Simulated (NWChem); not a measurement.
System: WN2H3SF; SMILES [W](=[NH])([SH])([F])=[NH]

```xyz
8

W     -0.0227    -0.2128     0.0046
N     -0.9451    -0.5988    -1.4237
H     -1.7531    -0.8928    -1.9636
N     -0.9550    -0.4793     1.4517
H     -1.7740    -0.7365     1.9950
F      1.5444    -1.2545     0.0403
S      0.2566     2.1225     0.0230
H      0.5048     2.2494    -1.3018
```
Atoms are numbered in this order, from 1.

Computed with NWChem. Structure relaxed at the PBE0/def2-SVP level. No frequency run checked for a minimum. def2 effective core potentials on W; no spin-orbit coupling. Level PBE/def2-SVP: energy and gradient on several grids; changes count from the extra-fine grid, which is no exact limit either.

```csv
grid,size of the energy change (μHa),largest change of a gradient component (μHa/bohr),"time, medium = 1 (rough)"
xcoarse,2000,10000,about 1
coarse,200,500,about 1
medium,< 10,60,about 1
fine,< 10,< 30,about 1
xfine,< 10,< 30,2
```
